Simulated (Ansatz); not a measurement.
Calculated with Ansatz (gas phase, PBE0-D4/def2-TZVP geometries, no zero-point term in ΔE). CBS: MP2 limit from def2 TZ/QZ plus the TZ coupled-cluster correction, frozen cores. Functionals use def2-TZVPP. Each species was taken in one conformer, which may not be the lowest.

Consider the cleavage of the B–Al bond: `[BH2][AlH][S]C` + `OC(O)O` → `BOC(O)O` + `C[S][AlH2]`.

Is it downhill or uphill in electronic energy at CCSD(T)/CBS, and by how much? (Estimate.)

Ansatz gave: Downhill: ΔE = -168.4 kJ/mol.

What do these levels give: ωB97M-V, B2PLYP, r2SCAN, MP2/def2-TZVPP, SCS-MP2/def2-TZVPP, MP2/def2-QZVPP? (Estimate.)

The calculation gave: ωB97M-V -174.7, B2PLYP -176.4, r2SCAN -171.6, MP2/def2-TZVPP -176.3, SCS-MP2/def2-TZVPP -175.1, MP2/def2-QZVPP -175.9 kJ/mol.

Largest T1 diagnostic among the species: 0.013.
